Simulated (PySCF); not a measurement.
Computed IR spectrum (relative IR intensity) of a molecule GeH7NOSi. The structure is a stationary point at PBE-D3(BJ)/def2-SVP. Other conformers were not sampled. These are PySCF 2.14.0 with PBE-D3(BJ)/def2-SVP values and carry that method's errors. Frequencies are harmonic and unscaled.

Lines under 2 % of the strongest are left out, and lines within 2 cm⁻¹ are merged.

| ν (cm⁻¹) | relative intensity |
|---|---|
| 246 | 4.1 |
| 426 | 53 |
| 540 | 5.1 |
| 545 | 4.4 |
| 617 | 9.8 |
| 629 | 8.9 |
| 768 | 3.4 |
| 817 | 100 |
| 834 | 7.4 |
| 838 | 9.4 |
| 842 | 8.4 |
| 883 | 12 |
| 900 | 33 |
| 920 | 17 |
| 964 | 68 |
| 1498 | 8.0 |
| 2067 | 15 |
| 2073 | 27 |
| 2106 | 25 |
| 2158 | 59 |
| 3486 | 5.2 |
| 3580 | 5.3 |

Problem. Which molecule gave these data?
(A) O[SiH2][NH][GeH3]
(B) N[SiH2][O][GeH3]
(C) N[Si@H](O)[GeH3]
(D) N[SiH2][GeH2][OH]

Solution. B, N[SiH2][O][GeH3]
